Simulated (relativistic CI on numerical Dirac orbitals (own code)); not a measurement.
What each ingredient does to the levels of Rh⁴⁴⁺

Base calculation: Dirac-Coulomb-Breit CI, separate exchange-only KLI orbitals for each configuration, model QED.

Configurations in the expansion: 1s, 2s, 2p, 3s, 3p, 3d, 4s, 4p, 4d, 4f, 5s, 5p, 5d, 5f, 5g, 6s, 6p, 6d. Levels of other configurations are missing.

The lowest level and the first level of each name with at least 55 % of one term (blank where a level has no safe partner in the second run):

| Level | Base (eV) | Shift (eV) |
| --- | --- | --- |
| 1s 2S_1/2 | 0.0 | 0.0 |
| 2p 2P°_1/2 | 21178.0 | -515.0 |
| 2s 2S_1/2 | 21181.8 | -518.7 |
| 2p 2P°_3/2 | 21377.5 | -714.5 |
| 3p 2P°_1/2 | 25163.7 | -674.1 |
| 3s 2S_1/2 | 25164.8 | -675.2 |
| 3d 2D_3/2 | 25222.8 | -733.2 |
| 3p 2P°_3/2 | 25222.9 | -733.4 |
| 3d 2D_5/2 | 25241.6 | -752.0 |
| 4p 2P°_1/2 | 26550.4 | -721.6 |
| 4s 2S_1/2 | 26550.9 | -722.0 |
| 4d 2D_3/2 | 26575.3 | -746.4 |
| 4p 2P°_3/2 | 26575.4 | -746.5 |
| 4f 2F°_5/2 | 26583.2 | -754.3 |
| 4d 2D_5/2 | 26583.2 | -754.4 |
| 4f 2F°_7/2 | 26587.1 | -758.3 |
| 5p 2P°_1/2 | 27188.8 | -740.0 |
| 5s 2S_1/2 | 27189.1 | -740.3 |
| 5d 2D_3/2 | 27201.5 | -752.7 |
| 5p 2P°_3/2 | 27201.5 | -752.8 |
| 5f 2F°_5/2 | 27205.6 | -756.8 |
| 5d 2D_5/2 | 27205.6 | -756.8 |

(1) One thing was changed in a second run, which moved the levels as shown. Which?
A. Breit term removed
B. configuration mixing switched off
C. QED terms removed
D. non-relativistic limit

Answers

(1) D. Non-relativistic limit. Without relativity the fine structure collapses and s electrons lose their extra binding.
